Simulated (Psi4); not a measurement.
Noncovalent pair: H2O (SMILES O) (first 3 atoms) with ClH3Si (SMILES [SiH3]Cl); geometry from B3LYP-D3(BJ)/def2-TZVP, rigid monomers moved along the line of their centres of mass till O1···Si4 is 4.47 Å.
(charge 0, multiplicity 1):
```xyz
8

O      0.194    -0.243    -0.153
H      1.118    -0.325    -0.410
H      0.136     0.600     0.313
Si    -0.421    -0.972     4.211
Cl    -0.143     1.093     4.193
H     -0.650    -1.344     5.623
H      0.806    -1.616     3.713
H     -1.599    -1.300     3.393
```

These are SAPT0/jun-cc-pV(D+d)Z (Psi4 1.11) values and carry that method's errors.

Task: Give the four SAPT terms and the total, and say what mostly holds the pair together.

Result: electrostatics -38.6, exchange 3.4, induction -2.4, dispersion -8.6, total -46.2 meV; the largest attraction is electrostatics.
